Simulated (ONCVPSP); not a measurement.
# What one change does to a pseudopotential (Se, ONCV)

```json
{
 "Element": "Se",
 "Generator": "ONCVPSP 4.0.1",
 "Type": "optimised norm-conserving Vanderbilt (ONCV)",
 "Functional": "PBEsol",
 "Relativity": "scalar-relativistic",
 "Frozen core": "[Ne]",
 "Valence charge": "24",
 "Reference configuration": "3s2 3p6 3d10 4s2 4p3 (charge +1)",
 "Partial waves": "3s+4s: rc 0.95 bohr, ncon 3, nbas 7, qcut 14.2 1/bohr, 2 projectors; 3p+4p: rc 0.80 bohr, ncon 4, nbas 8, qcut 17.5 1/bohr, 2 projectors; 3d: rc 1.00 bohr, ncon 4, nbas 8, qcut 12.7 1/bohr, 2 projectors, debl 3.7 Ha",
 "Local potential": "polynomial inside 0.65 bohr (lpopt 3, dvloc0 2 Ha)",
 "Core correction": "polynomial model core, fcfact 0.15"
}
```

Change: p: rc 0.68.

Cutoffs: the cutoffs (Ha) at which the residual kinetic energy of the hardest occupied pseudo-wave falls to 1 and 0.1 mHa per electron; they do not see the model core or the augmentation charge, which bear on the density cutoff. Errors are all-electron minus pseudo energies relative to the spin-unpolarised reference configuration.

Task: Predict the effect on cutoff, ghosts and configuration errors.

Result: The potential gets neither clearly harder nor softer (112 Ha and 237 Ha → 112 Ha and 237 Ha); the d channel sets the loose cutoff, while the largest relative change is in p, which becomes harder; the errors of the 4 common tests hardly move; neither file shows a bound ghost.

| quantity | base | changed |
| --- | --- | --- |
| cutoff, loose | 112 Ha | 112 Ha |
| cutoff, tight | 237 Ha | 237 Ha |
| loose cutoff by channel | s 68 Ha, p 68 Ha, d 112 Ha | s 68 Ha, p 110 Ha, d 112 Ha |
| bound ghosts | none | none |
| GHOST(+) flags under 300 eV | none | none |
| error for 3s2 3p6 3d10 4s2 4p4, meV [ΔE -10.85 eV] | +1.1 | +1.1 |
| error for 3s2 3p6 3d10 4s2 4p2, meV [ΔE 20.37 eV] | -2.4 | -2.3 |
| error for 3s2 3p6 3d10 4s2 4p1, meV [ΔE 51.27 eV] | -6.4 | -6.3 |
| error for 3s2 3p6 3d9 4s2 4p5, meV [ΔE 40.82 eV] | +288 | +288 |
| s: phases at 0.96 bohr within 0.05 rad from the reference energy up to (Ha; the scan ends near 5) | to the end of the scan | to the end of the scan |
| d: phases at 1.02 bohr within 0.05 rad from the reference energy up to (Ha; the scan ends near 5) | to the end of the scan | to the end of the scan |
| rms error of d²Exc/dni dnj with the model core, mHa | 1.25 | 1.27 |
